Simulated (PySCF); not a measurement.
Indirect couplings

Cartesian coordinates in Å; atom numbers follow the order of the lines, from 1:
```xyz
15

C    -1.1975    0.6005    0.9266
C    -0.5870   -0.1957    0.0382
C    -1.1559   -1.5283   -0.3530
C     0.7100    0.1858   -0.6105
Ge    2.2752   -0.6622    0.2372
H    -2.1312    0.3012    1.4099
H    -0.7819    1.5746    1.1998
H    -0.4349   -2.3421   -0.1689
H    -2.0787   -1.7556    0.1978
H    -1.3833   -1.5513   -1.4327
H     0.7220   -0.1012   -1.6751
H     0.8776    1.2725   -0.5598
H     2.3946   -0.1783    1.6939
H     3.5553   -0.2804   -0.5342
H     2.1387   -2.1976    0.2310
```

Method: B3LYP/pcJ-1 (pcSseg-1 on Ge) (without the spin–dipole term)//PBE0-D3(BJ)/def2-SVP, PySCF 2.14; isolated molecule, single conformer, non-relativistic. Couplings are averaged over pairs made equivalent by symmetry, fast rotation or ring inversion, so a value needn't be that of the named pair in this geometry, while other rotamers aren't included; one pair stands for each set, and the list holds a selection of those of at least 1.5 Hz over up to four bonds.

Isotopes: ¹³C, ¹H.

| pair | bonds | J (Hz) |
| --- | --- | --- |
| C1, C2 | 1 | ? |
| C1, H6 | 1 | ? |
| C1, H7 | 1 | 165.2 |
| C2, C3 | 1 | 44.9 |
| C2, C4 | 1 | 43.1 |
| C3, H8 | 1 | ? |
| C4, H11 | 1 | 137.0 |
| C1, C3 | 2 | 3.9 |
| C1, C4 | 2 | ? |
| C2, H8 | 2 | ? |
| C2, H11 | 2 | -5.1 |
| C3, C4 | 2 | 5.6 |
| C4, H13 | 2 | ? |
| H6, H7 | 2 | 2.4 |
| H13, H14 | 2 | 10.5 |
| C1, H8 | 3 | 6.5 |
| C1, H11 | 3 | 7.0 |
| C2, H13 | 3 | 2.0 |
| C3, H6 | 3 | 7.2 |
| C3, H7 | 3 | 11.6 |
| C3, H11 | 3 | 5.5 |
| C4, H6 | 3 | 12.0 |
| C4, H7 | 3 | 7.3 |
| C4, H8 | 3 | ? |
| H11, H13 | 3 | 2.8 |
| H6, H8 | 4 | ? |

Estimate the withheld couplings, with signs.

Answers


- ¹J(C1,C2) = 78.3 Hz (bond length 1.340 Å)
- ¹J(C1,H6) = 167.7 Hz (bond length 1.093 Å, sp2 carbon)
- ¹J(C3,H8) = 132.9 Hz (bond length 1.103 Å, sp3 carbon)
- ²J(C1,C4) = 3.8 Hz (angle at C2 122°)
- ²J(C2,H8) = -5.8 Hz (mean over equivalent pairs that range from -7.3 to -3.2 Hz in this conformer)
- ²J(C4,H13) = 6.2 Hz (mean over equivalent pairs that range from 5.2 to 7.4 Hz in this conformer)
- ³J(C4,H8) = 4.9 Hz (mean over equivalent pairs that range from 2.2 to 9.8 Hz in this conformer)
- ⁴J(H6,H8) = -1.9 Hz (mean over equivalent pairs that range from -2.8 to -0.3 Hz in this conformer)

Relativistic effects of the heavier atoms present are left out.
